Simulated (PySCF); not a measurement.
Coordinates in bohr (charge 0 multiplicity 1):
```
Be    0.0000   -1.8380    0.0000
Be    0.0000    1.8380    0.0000
S    -3.1609    0.0000    0.0000
S     3.1609    0.0000    0.0000
```

Method: PBE/[Be def2-TZVP, S def2-TZVP], no relativity, density fitting, PySCF.

This geometry of Be₂S₂ is a stationary point at this level.

(1) What is the point group?

(2) Is it a minimum?

(3) Which band is strongest in the infrared?

(4) Give the atomic charges and bond orders.

Answers

(1) D2h.

(2) Yes: all harmonic wavenumbers are real.

(3) 877 cm⁻¹ (b1u), 269 km/mol.

(4) 
```csv
atom,Mulliken,Löwdin,polar tensor,Mayer order to Be1
Be1,0.13,-0.38,0.65,–
Be2,0.13,-0.38,0.65,0.41
"S3,4",-0.13,0.38,-0.65,1.20
```
Other Mayer orders above 0.3: Be–S 1.20 (×2).

Other isomers or separated fragments may lie lower.
